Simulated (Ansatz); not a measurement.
This geometry of F$_{5}$H$_{2}$STa (9 atoms, charge 0, multiplicity 1) is a first-order saddle point.

Level of theory: RKS PBE-D4/def2-SVP in Ansatz 0.2.0.

```xyz
9
Properties=species:S:1:pos:R:3
Ta -0.235 -0.264 0.254
F 1.934 0.036 0.316
F -0.209 0.204 2.085
F 0.040 -1.174 -1.385
F -0.124 1.472 -0.439
F -2.055 -0.673 0.277
S 0.986 -2.328 1.240
H 1.142 -2.986 0.056
H 1.963 -0.983 0.767
```

**Question.** Which two structures does it join? (They come from a converged band through this point; their orientation in space is the band's.)

**Answer.** Bonds broken: S7–H9.

Image 0:

```xyz
9
Properties=species:S:1:pos:R:3
Ta -0.086 0.062 0.146
F 1.782 0.424 0.155
F -0.101 0.461 2.001
F 0.204 -0.942 -1.446
F -0.756 1.657 -0.562
F -1.687 -0.928 0.390
S 0.903 -2.377 1.251
H 0.966 -3.036 0.058
H 2.216 -2.015 1.178
```

Image 6:

```xyz
9
Properties=species:S:1:pos:R:3
Ta -0.266 -0.311 0.270
F 1.989 0.043 0.313
F -0.183 0.218 2.083
F 0.059 -1.157 -1.395
F -0.096 1.429 -0.415
F -2.091 -0.686 0.279
S 0.908 -2.339 1.240
H 1.050 -3.010 0.060
H 2.072 -0.881 0.737
```

**Question.** How far does it lie above each of them?

**Answer.** 19.0 kcal/mol above the first and 0.2 kcal/mol above the second. This is the barrier of this one path; another mechanism may lie lower. The orbitals stay closed-shell, which can raise the energy where a bond breaks towards radicals; this wasn't checked here.

Run time: 3.3 min on 4 threads of Arm Neoverse V1 (shared host), peak memory 0.2 GiB.
